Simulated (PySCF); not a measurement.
B(CCH)(Cl)(Me) (C3H4BCl), SMILES C#CB(C)Cl. Coordinates come from a PBE-D3(BJ)/def2-SVP optimisation. This is a generated structure with no PubChem entry under its InChIKey; it may be hypothetical.

Q: Give the equilibrium geometry at PBE-D3(BJ)/def2-SVP (PySCF confirms it by a frequency run) as Cartesian coordinates in Å. (Estimate from the structure and the level; the computed values follow.)

A: 
```xyz
9

B      0.2508    -0.1584     0.1968
C     -1.0297    -0.9207    -0.1260
C     -2.0536    -1.5577    -0.3705
H     -2.9583    -2.1095    -0.5910
Cl     0.3781     1.5060    -0.4084
C      1.4322    -0.8029     0.9985
H      2.2073    -0.0798     1.3138
H      1.9155    -1.5645     0.3446
H      1.0601    -1.3670     1.8791
```
Charge 0, spin multiplicity 1.
